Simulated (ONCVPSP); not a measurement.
Sc (Z = 21): one change to an ONCV potential, before and after

Sc (Z = 21), optimised norm-conserving Vanderbilt (ONCV), made with ONCVPSP 4.0.1 (LDA (Perdew-Wang 92), scalar-relativistic). Core [Ne], reference 3s2 3p6 3d1 4s1.5 4p0.5. Waves: 3s+4s: rc 1.60 bohr, ncon 4, nbas 7, qcut 9.5 1/bohr, 2 projectors; 3p+4p: rc 2.15 bohr, ncon 4, nbas 8, qcut 7.1 1/bohr, 2 projectors; 3d: rc 1.45 bohr, ncon 4, nbas 8, qcut 6.3 1/bohr, 2 projectors, debl 1.7 Ha. Local part: polynomial inside 0.95 bohr (lpopt 5, dvloc0 0 Ha). Core correction: Teter function, fcfact 5.25, rcfact 1.3.

All-electron outer shells of the reference configuration (LDA (PZ), scalar-relativistic, ld1.x):

```json
{"shell": "2s", "level (eV)": "-473.62", "outermost node (bohr)": "0.10", "outermost maximum (bohr)": "0.28"}
{"shell": "2p", "level (eV)": "-388.69", "outermost node (bohr)": "–", "outermost maximum (bohr)": "0.23"}
{"shell": "3s", "level (eV)": "-55.37", "outermost node (bohr)": "0.42", "outermost maximum (bohr)": "0.92"}
{"shell": "3p", "level (eV)": "-34.22", "outermost node (bohr)": "0.39", "outermost maximum (bohr)": "0.97"}
{"shell": "4s", "level (eV)": "-4.67", "outermost node (bohr)": "1.33", "outermost maximum (bohr)": "3.02"}
{"shell": "3d", "level (eV)": "-4.01", "outermost node (bohr)": "–", "outermost maximum (bohr)": "1.10"}
{"shell": "4p", "level (eV)": "-1.83", "outermost node (bohr)": "1.49", "outermost maximum (bohr)": "3.98"}
```

Change: d: qcut 7.4.

Cutoffs: the cutoffs (Ha) at which the residual kinetic energy of the hardest occupied pseudo-wave falls to 1 and 0.1 mHa per electron; they do not see the model core or the augmentation charge, which bear on the density cutoff. Errors are all-electron minus pseudo energies relative to the spin-unpolarised reference configuration.

Q: What does the change do?

A: The potential gets softer (101 Ha and 118 Ha → 43 Ha and 108 Ha); the errors of the 3 common tests hardly move; the range in which the d phases agree widens (upper end 3.9 → at the end of the scan); neither file shows a bound ghost.

| quantity | base | changed |
| --- | --- | --- |
| cutoff, loose | 101 Ha | 43 Ha |
| cutoff, tight | 118 Ha | 108 Ha |
| loose cutoff by channel | s 25 Ha, p 16 Ha, d 101 Ha | s 25 Ha, p 16 Ha, d 43 Ha |
| bound ghosts | none | none |
| GHOST(+) flags under 300 eV | none | none |
| tests with a reliable result | 3 of 4 | 3 of 4 |
| error for 3s2 3p6 3d1 4s2 4p0, meV [ΔE -1.40 eV] | 0.0 | 0.0 |
| error for 3s2 3p6 3d1 4s1 4p0, meV [ΔE 5.66 eV] | -0.3 | -0.3 |
| error for 3s2 3p6 3d1 4s0 4p0, meV [ΔE 18.61 eV] | -1.1 | -1.0 |
| s: phases at 1.63 bohr within 0.05 rad from the reference energy up to (Ha; the scan ends near 5) | to the end of the scan | to the end of the scan |
| p: phases at 2.18 bohr within 0.05 rad from the reference energy up to (Ha; the scan ends near 5) | 4.1 | 4.1 |
| d: phases at 1.47 bohr within 0.05 rad from the reference energy up to (Ha; the scan ends near 5) | 3.9 | to the end of the scan |
| rms error of d²Exc/dni dnj with the model core, mHa | 0.68 | 0.64 |
